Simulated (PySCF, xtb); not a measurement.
C2H8FNSi2, SMILES [Si@H]1(F)[SiH2]CNC1.

GFN2-xTB run with xtb at its own geometry gives an orbital gap of 3.26 eV and a dipole moment of 1.92 D.

Coordinates come from a r2SCAN-D4/def2-SVP optimisation. The structure was generated by enumeration; whether it is a known compound was not checked. One conformer was computed; it need not be the lowest.

What does PBE/def2-TZVP (PySCF) give? (The exact figures need the calculation; the answer reports its results.)

gap 3.59 eV (levels -5.01 and -1.43 eV), dipole 1.73 D.
